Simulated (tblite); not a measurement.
Problem. What does the GFN2-xTB structure of `COC(=O)P(C)C1CC1` look like in three dimensions?

Solution. 
```
atom  x, y, z in Å
C1    -2.5745   -0.2898   -1.8887
O2    -1.3510    0.1091   -1.2798
C3    -1.4287    0.6108   -0.0501
O4    -2.4445    0.7494    0.5783
P5     0.2539    1.1443    0.4971
C6    -0.0460    0.9612    2.3107
C7     1.1104   -0.4487    0.1664
C8     2.6060   -0.4800    0.3137
C9     1.9931   -0.5478   -1.0444
H10   -3.0982   -1.0024   -1.2482
H11   -3.2160    0.5793   -2.0474
H12   -2.3092   -0.7480   -2.8380
H13   -0.4032   -0.0398    2.5486
H14   -0.7972    1.6913    2.6057
H15    0.8791    1.1626    2.8469
H16    0.5634   -1.3389    0.4632
H17    3.0549   -1.3718    0.7255
H18    3.1094    0.4323    0.5983
H19    2.0192   -1.4840   -1.5814
H20    2.0740    0.3216   -1.6793
```

Any rigid rotation of these coordinates is as good. Atoms count from 1 in this order. The 3 C–O bonds span 1.202 Å (C3=O4, drawn double) to 1.424 Å (C1–O2, drawn single), a spread of 0.222 Å. The 3-membered ring C7–C8–C9 has internal angles of 59.5° to 60.3°. Of the pairs four or more bonds apart, O4···H10 is among the closest relative to their van der Waals radii: 2.61 Å, 96 % of the sum of Bondi's values. P5 (phosphine phosphorus) is pyramidal (angles 99.6°, 96.9° and 96.6°, sum 293.1°, 0.91 Å off the plane of its three neighbours).

Bonds between heavy atoms (Å): C1–O2 1.424, O2–C3 1.330, C3=O4 1.202, C3–P5 1.848, P5–C6 1.847, P5–C7 1.839, C7–C8 1.503, C8–C9 1.492, C7–C9 1.502.

The geometry is computed with GFN2-xTB (gas phase).

Point group: C1 (no symmetry element, even within 0.4 Å). Its GFN2-xTB frequencies are all real (lowest 28 cm⁻¹). The numbers are those of one conformer (C1–O2–C3–O4 0°, O2–C3–P5–C6 -154°, C3–P5–C7–C8 173°). 3 starts were optimised and ended at 0.00, 0.21 and 1.42 kcal/mol (GFN2-xTB); the lowest of these is shown.

On one thread, Arm Neoverse V1 (aarch64), shared host with 32 logical CPUs at a one-minute load of 28, this took 0.53 s. This is the geometry optimisation.
